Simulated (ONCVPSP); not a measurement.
# What the settings do to the ONCV potential of gadolinium

Base potential:

```json
{"Element": "Gd (Z = 64)", "Generator": "ONCVPSP 4.0.1", "Type": "optimised norm-conserving Vanderbilt (ONCV)", "Functional": "PBEsol", "Relativity": "scalar-relativistic", "Frozen core": "[Kr] 4d10", "Valence charge": "18", "Reference configuration": "4f7 5s2 5p6 5d1 6s1 (charge +1)", "Partial waves": "5s+6s: rc 2.15 bohr, ncon 4, nbas 8, qcut 4.8 1/bohr, 2 projectors; 5p: rc 2.25 bohr, ncon 4, nbas 7, qcut 5.8 1/bohr, 3 projectors, debl 2.7 Ha; 5d: rc 3.35 bohr, ncon 4, nbas 8, qcut 4.9 1/bohr, 2 projectors, debl 2.8 Ha; 4f: rc 0.75 bohr, ncon 4, nbas 9, qcut 17 1/bohr, 2 projectors, debl 2 Ha", "Local potential": "polynomial inside 0.55 bohr (lpopt 5, dvloc0 0 Ha)", "Core correction": "polynomial model core, fcfact 0.3"}
```

Cutoffs, loose and tight: the cutoffs (Ha) at which the residual kinetic energy of the hardest occupied pseudo-wave falls to 1 and 0.1 mHa per electron. They do not see the model core or the augmentation charge, which bear on the density cutoff. Test errors are all-electron minus pseudo excitation energies from the reference, over the configurations 4f7 5s2 5p6 5d1 6s2; 4f7 5s2 5p6 5d1 6s0; 4f7 5s2 5p6 5d0 6s0; 4f7 5s2 5p6 5d0 6s2 6p1. A dash means not determined; rows that change the core or the reference have their own tests. The largest error is taken over the tests solved by every variant that gives reliable tests at all: 4f7 5s2 5p6 5d0 6s0; 4f7 5s2 5p6 5d1 6s0; 4f7 5s2 5p6 5d1 6s2.

A true bound ghost makes a file unfit for plane-wave use even where its test errors are small: the radial tests pick states by their node count and pass the ghost by.

| change | outcome | cutoff, loose | cutoff, tight | bound ghosts | GHOST(+) flags above zero | largest test error (meV) |
| --- | --- | --- | --- | --- | --- | --- |
| base | generated | 433 Ha | 632 Ha | s, p, d | none | +9.7 |
| f: qcut 12.2 | generated | 675 Ha | 981 Ha | s, p, d | f | +9.8 |
| f: qcut 14.6 | generated | 619 Ha | 792 Ha | s, p, d | f | +9.7 |
| f: qcut 19.2 | generated | 176 Ha | 447 Ha | s, p, d | none | +9.6 |
| f: qcut 21.5 | generated | 198 Ha | 218 Ha | s, p, d | none | +9.6 |
| f: qcut 23.4 | generated | 217 Ha | 241 Ha | s, p, d | none | +9.6 |
| f: qcut 25.5 | generated | 237 Ha | 266 Ha | s, p, d | none | +9.5 |

**Question.** What comes out with this change to the base: f: qcut 10.7?

**Answer.** outcome: generated; cutoff, loose: 767 Ha; cutoff, tight: 1122 Ha; bound ghosts: s, p, d; GHOST(+) flags above zero: f; largest test error (meV): +9.9.

Reading the sweep of the qcut of the f channel (base included, trends over the rows without a ghost): Bound ghosts are found at 10.7, 12.2, 14.6, 17, 19.2, 21.5, 23.4, 25.5 1/bohr. Every judged row has one, so this setting neither creates nor removes them.
